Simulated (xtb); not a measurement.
H6Si2, charge +1, doublet, at a GFN2-xTB geometry (a state made from the parent by changing its charge; the spin is typed, not shown lowest). Base run: GFN2-xTB (xtb).

Here is a job for xtb.
```
$ xtb mol.xyz --gfn 2 --chrg 1 --uhf 1 --json

# file mol.xyz
8

Si    -1.33666426     0.12731246    -0.01906279
Si     1.33666426    -0.12731246     0.01906279
H     -1.68020055    -0.85431230    -1.03882243
H     -1.46232753     1.53042532    -0.38919402
H     -1.65392012    -0.21926859     1.35961207
H      1.46232753    -1.53042532     0.38919402
H      1.68020055     0.85431230     1.03882243
H      1.65392012     0.21926859    -1.35961207
```

Variants of this job, named by their change:

```
change         ΔE vs base (kcal/mol)  SCF cycles
-------------  ---------------------  ----------
base                           0.000          10
etemp = 10000                 -28.24          11
acc = 30                       0.000           8
file = coord                   0.000          10
acc = 1000                     0.030           5
```
